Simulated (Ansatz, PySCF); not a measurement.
Species: HSO, charge 0, multiplicity 2. SMILES: S[O]
Coordinates optimised at B3LYP-D3(BJ)/def2-TZVP (Ansatz, a quantum-chemistry and plane-wave program):
```
S
O 1 1.5055
H 1 1.3768 2 104.45
```
Charge 0, spin multiplicity 2.

Wanted: atomisation energy, in kcal/mol. Terms: non-relativistic; valence correlation only; UHF or UKS for open shells; no spin-orbit coupling; atomisation electronic, to ground-state atoms; no dispersion term unless named. CBS marks a two-point X^-3 extrapolation of the correlation energy; Hartree-Fock from the larger set. Ab initio and DFT rows: single points at B3LYP-D3(BJ) geometries (Ansatz).

```tsv
species	coefficient	E at BP86/def2-SVP (PySCF), Eh	E at PBE/def2-TZVPD (Ansatz), Eh
[O]S (HSO)	-1	-473.81001	-473.77104
H atom	+1	-0.49913	-0.49962
O atom	+1	-74.99134	-75.01069
S atom	+1	-398.01325	-397.93910
```

Coupled cluster (Ansatz) is a level with limits of its own, used here on species with T1 under 0.025 (0.045 for open shells) and stable references: CCSD(T)/CBS(aug-cc-pV(T+d)Z,aug-cc-pV(Q+d)Z). Value to compare with, CCSD(T)/CBS(aug-cc-pV(T+d)Z,aug-cc-pV(Q+d)Z) (Ansatz): 187.8 kcal/mol. 1 Eh = 627.5095 kcal/mol.

Task: Work the quantity out at each level, and compare with CCSD(T)/CBS(aug-cc-pV(T+d)Z,aug-cc-pV(Q+d)Z) (Ansatz).

Result: 
- BP86/def2-SVP: the sum of coefficient times E is 0.30629 Eh, or 192.20 kcal/mol. Result: 192.2 kcal/mol. Its difference against CCSD(T)/CBS(aug-cc-pV(T+d)Z,aug-cc-pV(Q+d)Z) (Ansatz) is 4.4 kcal/mol.
- PBE/def2-TZVPD: the sum of coefficient times E is 0.32163 Eh, or 201.83 kcal/mol. Result: 201.8 kcal/mol. Its difference against CCSD(T)/CBS(aug-cc-pV(T+d)Z,aug-cc-pV(Q+d)Z) (Ansatz) is 14.0 kcal/mol.
